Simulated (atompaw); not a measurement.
**Scattering properties, PAW (atompaw) potential for C (Z = 6)**

```json
{
  "Element": "C (Z = 6)",
  "Generator": "atompaw 4.2.0.5",
  "Type": "PAW",
  "Functional": "PBEsol",
  "Relativity": "scalar-relativistic",
  "Frozen core": "[He]",
  "Valence charge": "4",
  "Reference configuration": "2s2 2p2",
  "Partial waves": "2s (bound): rc 1.30 bohr; 2s channel at -0.65 Ry: rc 1.30 bohr; 2p (bound): rc 2.50 bohr; 2p channel at 0.05 Ry: rc 2.50 bohr; 3d channel at 0.25 Ry: rc 2.50 bohr; 3d channel at 2.6 Ry: rc 2.30 bohr",
  "Local potential": "troulliermartins scheme with l = 3 at -0.5 Ry, radius 2.30 bohr",
  "Core correction": "smooth core density matched at 1.70 bohr",
  "Augmentation charge": "sinc compensation charge, radius 2.35 bohr; PAW radius 2.50 bohr; waves and projectors: custom rrkj vanderbiltortho"
}
```

The phase is arctan(r·u′/u) with u = r·R(r), unwrapped; energies in Ry, scanned from -3 to 5 Ry. A pole is an energy at which the radial function vanishes at the test radius. The pseudo phase is shifted by a multiple of π to meet the all-electron one at the reference energy, and phase errors are pseudo minus all-electron; the curves can meet again beyond the range given. Levels narrower than the energy grid can be missing from the lists of poles.

Q: For each channel, where are the poles, and over which energies does the pseudopotential scatter like the atom?

A:

```tsv
channel	radius (bohr)	reference energy (Ry)	poles, all-electron	poles, pseudo	unbroken range about the reference energy with phases within 0.05 rad	phase error 1 Ry above the reference energy (rad)
s	2.51	-1.00	-0.60	-0.60	the whole range	+0.000
p	2.51	-0.38	0.07, 4.99	0.07	below 2.0	+0.000
d	2.51	0.25	3.33	3.33	the whole range	+0.001
```

Phases in the d channel:

| E (Ry) | all-electron | pseudo |
| --- | --- | --- |
| -3.00 | 1.360 | 1.360 |
| -2.52 | 1.345 | 1.345 |
| -2.04 | 1.325 | 1.326 |
| -1.56 | 1.301 | 1.301 |
| -1.08 | 1.267 | 1.268 |
| -0.60 | 1.219 | 1.220 |
| -0.12 | 1.143 | 1.143 |
| 0.36 | 1.004 | 1.004 |
| 0.84 | 0.679 | 0.680 |
| 1.32 | -0.185 | -0.184 |
| 1.80 | -1.017 | -1.016 |
| 2.28 | -1.329 | -1.329 |
| 2.76 | -1.471 | -1.471 |
| 3.24 | -1.558 | -1.558 |
| 3.72 | -1.624 | -1.623 |
| 4.20 | -1.687 | -1.684 |
| 4.68 | -1.761 | -1.752 |
